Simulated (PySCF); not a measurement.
Atom-mapped SMILES (the numbers label the heavy atoms): `[SiH3:1][SiH2:2][SiH2:3][Cl:4]` (H(Xn): hydrogen on atom n).

PySCF calculation with structure optimised with PBE0-D3(BJ)/def2-SVP and GIAO KT3/pcSseg-2 shieldings; rapidly exchanging positions averaged, single conformer, non-relativistic, gas phase.

δ = σ(ref) − σ, references computed at the same level: 1H, 29Si vs TMS; HCl for 35Cl.

```json
{"atoms": "Si3", "nucleus": "29Si", "count": "1", "δ (ppm)": "-21.4"}
{"atoms": "Si1", "nucleus": "29Si", "count": "1", "δ (ppm)": "?"}
{"atoms": "H(Si1)", "nucleus": "1H", "count": "3", "δ (ppm)": "3.64"}
{"atoms": "H(Si2)", "nucleus": "1H", "count": "2", "δ (ppm)": "3.53"}
{"atoms": "Cl4", "nucleus": "35Cl", "count": "1", "δ (ppm)": "?"}
{"atoms": "Si2", "nucleus": "29Si", "count": "1", "δ (ppm)": "-107.6"}
{"atoms": "H(Si3)", "nucleus": "1H", "count": "2", "δ (ppm)": "5.36"}
```

Q: Complete the table.

A: 
- Si1: -104.4 ppm, silicon bonded to Si, 3 H
- Cl4: -67 ppm, chlorine bonded to Si
